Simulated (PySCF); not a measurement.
One entry of a table of gas-phase calculations, keyed by method. Lists by class give the value and the number of equivalent atoms.

```json
{
 "formula": "C7H6FS",
 "smiles": "CC#C[CH]CC(F)=C=S",
 "inchi": "InChI=1S/C7H6FS/c1-2-3-4-5-7(8)6-9/h4H,5H2,1H3",
 "charge": 0,
 "multiplicity": 2,
 "geometry_level": "GFN2-xTB",
 "atoms_angstrom": [
  ["C", 2.995, 0.983, -0.314],
  ["C", 1.819, 0.154, -0.291],
  ["C", 0.83, -0.555, -0.255],
  ["C", -0.288, -1.336, -0.251],
  ["C", -1.576, -0.854, -0.777],
  ["C", -2.308, -0.28, 0.443],
  ["F", -2.834, -1.247, 1.241],
  ["C", -2.346, 0.988, 0.726],
  ["S", -2.273, 2.552, 0.787],
  ["H", 3.89, 0.373, -0.195],
  ["H", 3.053, 1.53, -1.255],
  ["H", 2.953, 1.703, 0.505],
  ["H", -0.271, -2.27, 0.292],
  ["H", -1.453, -0.07, -1.523],
  ["H", -2.194, -1.663, -1.168]
 ],
 "electronic_structure_code": "PySCF",
 "results": {
  "GFN2-xTB geometry": {
   "point_group": "C1",
   "rotational_constants_GHz": [1.557, 0.818, 0.573]
  },
  "UKS B3LYP, pcH-1 on C F H S, non-relativistic, mean-field spin-orbit, GIAO": {
   "g_iso": 2.00264,
   "g_tensor": [2.00179, 2.00228, 2.00385],
   "s2": 0.776,
   "a_iso_by_class_MHz": [
    ["13C", 62.6, 1],
    ["13C", -59.1, 1],
    ["13C", 52.0, 1],
    ["1H", -48.7, 1],
    ["1H", 39.4, 3]
   ],
   "spin_populations_mulliken_by_atom": [-0.04, 0.46, -0.23, 0.72, -0.05, 0.02, 0.0, 0.04, 0.06, 0.01, 0.01, 0.03, -0.03, 0.01, 0.01]
  }
 }
}
```

With B = h/(8π²I), that is 505.379 GHz u Å² over I, the principal moments of inertia are 324.6, 617.8 and 881.5 u Å² (most abundant isotopes). The rotational constants make it an asymmetric top with κ = (2B − A − C)/(A − C) = -0.50, nearer the prolate limit (−1). At 9.50 GHz, hν = g·μB·B₀ (B₀ the magnetic field) puts the centre of the isotropic spectrum, to first order, at 338.9 mT. ⟨S²⟩ is 0.026 above the pure-spin value S(S + 1) = 0.75.

Hyperfine couplings depend on the geometry, which wasn't re-optimised at a DFT level. Couplings of like nuclei are plain means over topologically equivalent atoms, as if these changed places fast (by rotation of a methyl-like group, say); in this geometry the members of some sets differ.

Conformer computed: `[CH3:1][C:2]#[C:3][CH:4][CH2:5][C:6]([F:7])=[C:8]=[S:9]`: C3–C4–C5–C6 -93°, C4–C5–C6–F7 -77°.

One conformer stands for the species.
